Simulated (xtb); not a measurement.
Input file for xtb: GFN2-xTB on C2H3Cl (a complex), monomers drawn apart or pushed together.

```
$ xtb mol.xyz --gfn 2 --sp --chrg 0 --uhf 0
6

Cl    -0.11766468     0.53798936    -0.46653399
H     -0.12369245     0.34362504     0.81057930
C     -0.55306730    -0.47342309     3.38882554
C      0.29318210     0.36467035     3.51591603
H     -1.30440456    -1.21820414     3.28041357
H      1.04453647     1.10817102     3.63268357
```

### Question
What total energy does the run end on?

### Answer
-10.2620 hartree.
